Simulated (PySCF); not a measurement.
CHCl₂F₃Si, SMILES FC(F)(F)[SiH](Cl)Cl.

Geometry: ωB97X-D3(BJ)/def2-SVP.

Computed with r2SCAN/def2-TZVP (PySCF).

Isolated molecule, no solvent.

| Quantity | Result |
|---|---|
| total energy | -1548.20261 hartree |
| point group | Cs |
| highest occupied level | -8.31 eV |
| lowest empty level | -0.99 eV |
| orbital gap | 7.32 eV |
| dipole moment | 0.292 e·Å |
| quadrupole, principal values (traceless, Buckingham form, about the centre of nuclear charge) | -2.36, -0.18, 2.54 D·Å |
| mean static polarisability | 60.4 bohr³ (8.95 Å³) |
| polarisability, principal values | 52.3, 60.8, 68.1 bohr³ |
